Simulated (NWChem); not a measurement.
Species: C₄H₄BF; SMILES C#CB(F)C=C

```xyz
10

C     -0.4754    -2.7156     0.0000
C     -0.1426    -1.5445     0.0000
B      0.2277    -0.0553     0.0000
F      1.5201     0.2703     0.0000
C     -0.8354     1.0747     0.0000
C     -0.4786     2.3689     0.0000
H     -0.7614    -3.7527     0.0000
H     -1.9010     0.8197     0.0000
H      0.5769     2.6624     0.0000
H     -1.2120     3.1825     0.0000
```
Atoms are numbered in this order, from 1.

Level: PBE0/def2-SVP (NWChem), optimised geometry, unscaled harmonic frequencies. 

Problem. List the harmonic frequencies with IR intensities, and the thermochemistry.

Solution. 
```csv
frequency (cm⁻¹),IR intensity (km/mol)
87,0.8
136,2.2
235,1.1
238,2.1
447,1.1
447,0.7
507,13.2
709,2.8
714,38.2
723,56.7
779,23.8
1017,12.2
1024,29.9
1052,11.7
1126,276.5
1302,26.6
1344,218.7
1432,90.0
1692,102.2
2193,129.1
3150,10.6
3187,2.4
3251,3.1
3477,45.2
```

The zero-point energy comes out as 43.3 kcal/mol, the thermal correction to the enthalpy at 298.15 K (with zero-point energy) is 48.0 kcal/mol and the heat capacity Cv is 22.2 cal/(mol K). The entropy at 298.15 K and 1 atm (symmetry number 1) is 79.9 cal/(mol K) and the dipole moment is 1.40 D.

Rigid rotor and harmonic oscillator; modes under 100 cm⁻¹ make the entropy uncertain.
